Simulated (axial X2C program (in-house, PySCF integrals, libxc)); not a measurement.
# Spin–orbit effects down a group: molecules with Na, PBE0

Calculated with an in-house relativistic program for diatomic molecules, spin-free (one-electron X2C) or two-component (2c: spin–orbit coupling with atomic mean-field Coulomb and Gaunt terms, which also bring small scalar terms), in Dyall basis sets with cores contracted in-house; open shells are unrestricted.

Basis sets: Na dyall-cv3z, O dyall-av3z, S dyall-av3z, Se dyall-cv3z, Te dyall-cv3z.

```tsv
molecule	spin-free state	Re (Å)	ωe (cm⁻¹)	De (eV)	2c state	Re 2c (Å)	ωe 2c (cm⁻¹)	De 2c (eV)
NaO	M_S = 1/2, Λ = 1	2.052	490.4	2.45	Ω = 3/2	2.052	490.3	2.46
NaS	M_S = 1/2, Λ = 1	2.488	331.7	2.46	Ω = 3/2	2.488	331.6	2.48
NaSe	M_S = 1/2, Λ = 1	2.601	270.5	2.30	Ω = 3/2	2.603	269.9	2.34
NaTe	M_S = 1/2, Λ = 1	2.799	238.0	2.11	Ω = 3/2	2.803	235.9	2.07
```

Question: Work out the shifts from the spin-free to the two-component result.

Answer: 

| molecule | 2c state | ΔRe (Å) | Δωe (cm⁻¹) | ΔDe (eV) |
| --- | --- | --- | --- | --- |
| NaO | Ω = 3/2 | 0.000 | -0.1 | 0.01 |
| NaS | Ω = 3/2 | 0.000 | -0.1 | 0.02 |
| NaSe | Ω = 3/2 | 0.002 | -0.6 | 0.04 |
| NaTe | Ω = 3/2 | 0.004 | -2.1 | -0.04 |

Shifts of one unit in the last digit are rounding.

Each entry is the lowest single determinant of a limited PBE0 search at one distance. De goes to single-determinant-based atoms at the same level (for ions the charge split of lowest energy) and is withheld (n/a) where an atom does not fit its ground term or J level. Main or longest-lived isotopes. One determinant is a doubtful description, or other states lie close, for NaO; these need not be ground states, and all values refer to the states named. Some light 2c atoms are not at their ground J level, so De misses part of their lowering (0.04 eV or less). The functionals have no current term, which raises determinants with orbital currents.
